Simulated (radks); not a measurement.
The numbers below are computed, except where a source is named.
Q: These are the eigenvalues of the occupied orbitals of an atom or ion with whole-number occupations (eV). Level of theory: scalar-relativistic Kohn-Sham, BP86, spin-polarised, spherical densities, point nucleus (a radial shooting solver on a logarithmic mesh with Libxc functionals).

| orbital | eigenvalue |
|---|---|
| 1s down | -19875.92 |
| 1s up | -19875.91 |
| 2s up | -2849.680 |
| 2s down | -2849.386 |
| 2p up | -2552.741 |
| 2p down | -2552.521 |
| 3s up | -525.5133 |
| 3s down | -525.3564 |
| 3p up | -428.2437 |
| 3p down | -428.0667 |
| 3d up | -270.0854 |
| 3d down | -269.8111 |
| 4s up | -112.0832 |
| 4s down | -110.5186 |
| 4p up | -85.4990 |
| 4p down | -83.7906 |
| 4d up | -47.1662 |

Which element is it, and in what charge state? The configuration may be excited. Open shells, if any, are filled with parallel spins first.

A: Z = 42, molybdenum, charge +4: Mo4+ in [Kr] 4d2. The list shows which subshells hold electrons but not how many an open one holds; the 1s level, -730.43 hartree, gives Z - s = 38.2 by -(Z - s)^2/2, which with screening and relativity narrows Z to a few neighbours, and the depths of the outer levels then fix element, charge and occupations together.
